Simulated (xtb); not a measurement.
HSSi, SMILES [Si]=[SH+] (connectivity only; charge and spin as stated), charge +1, multiplicity 1. All values are semi-empirical tight-binding results from xtb (GFN2-xTB unless named), good for trends rather than for accurate numbers. The structure is a stationary point at GFN2-xTB. The isomer is the one that the SMILES or the coordinates give; other isomers of the formula were not compared.

Estimate the properties. (An estimate is asked for; the answer gives what the named calculation found.)


```json
{
  "point_group_as_xtb_finds_it": "Cs",
  "orbital_gap": "2.46 eV",
  "zero_point_energy": "4.9 kcal/mol",
  "G − E(el) at 298.15 K (modified RRHO)": "-10.3 kcal/mol",
  "static polarisability (D4 model)": "52.6 bohr³",
  "solvation energy, GFN2-xTB/ALPB(water)": "-54.7 kcal/mol",
  "solvation energy, GFN2-xTB/ALPB(ether)": "-42.6 kcal/mol"
}
```
